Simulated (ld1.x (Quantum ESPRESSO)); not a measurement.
# u(r) = r·R(r): atom against pseudo-atom (hydrogen (H))

Columns: radius, all-electron u(r) and pseudo u(r) of the 1s shell (level -9.58 eV) of hydrogen in the configuration 1s0.75; revPBE, scalar-relativistic, RRKJ scheme, ld1.x (Quantum ESPRESSO) 7.5.

| r (bohr) | all-electron | pseudo |
| --- | --- | --- |
| 0.032 | 0.0638 | 0.0142 |
| 0.065 | 0.1253 | 0.0355 |
| 0.098 | 0.1827 | 0.0689 |
| 0.130 | 0.2345 | 0.1152 |
| 0.162 | 0.2827 | 0.1745 |
| 0.195 | 0.3289 | 0.2456 |
| 0.228 | 0.3717 | 0.3211 |
| 0.260 | 0.4101 | 0.3922 |
| 0.292 | 0.4455 | 0.4559 |
| 0.325 | 0.4793 | 0.5100 |
| 0.358 | 0.5102 | 0.5509 |
| 0.390 | 0.5377 | 0.5789 |
| 0.422 | 0.5629 | 0.5982 |
| 0.455 | 0.5866 | 0.6122 |
| 0.488 | 0.6080 | 0.6237 |
| 0.520 | 0.6268 | 0.6349 |
| 0.552 | 0.6437 | 0.6469 |
| 0.585 | 0.6593 | 0.6601 |
| 0.618 | 0.6732 | 0.6733 |
| 0.650 | 0.6850 | 0.6850 |
| 0.682 | 0.6954 | 0.6954 |
| 0.715 | 0.7047 | 0.7047 |
| 0.748 | 0.7126 | 0.7126 |
| 0.780 | 0.7190 | 0.7190 |
| 0.812 | 0.7242 | 0.7242 |
| 0.845 | 0.7285 | 0.7285 |

**Question.** How many radial nodes do the two functions have?

**Answer.** The all-electron 1s function has n − l − 1 = 0; the pseudo-wave has 0.

**Question.** At about which radius was the pseudo-wave matched?

**Answer.** 0.65 bohr, where the columns begin to agree (steps of 0.03 bohr).

**Question.** Is the pseudo-wave norm-conserving?

**Answer.** Yes: the RRKJ scheme keeps the norm inside the radius equal to the all-electron one, which fixes the energy derivative of the logarithmic derivative at the level.
